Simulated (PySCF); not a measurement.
H3OSi, SMILES [O][SiH3], multiplicity 2.

Geometry: B3LYP-D3(BJ)/def2-TZVP. The isomer is the one that the SMILES or the coordinates give; other isomers of the formula were not compared.

Method: B3LYP/def2-TZVPD (PySCF).

Gas-phase values at a fixed geometry.

| Quantity | Value |
|---|---|
| total energy | -366.53256 hartree |
| point group | Cs |
| α spin, highest occupied and lowest empty level | -9.02 and -0.51 eV |
| β spin, highest occupied and lowest empty level | -8.57 and -5.28 eV |
| dipole moment | 0.371 e·Å |
| quadrupole, principal values (traceless, Buckingham form, about the centre of nuclear charge) | -2.44, 0.09, 2.35 D·Å |
| mean static polarisability | 34.4 bohr³ (5.10 Å³) |
| polarisability, principal values | 31.2, 34.3, 37.8 bohr³ |
| ⟨S²⟩ | 0.755 (pure state 0.75) |
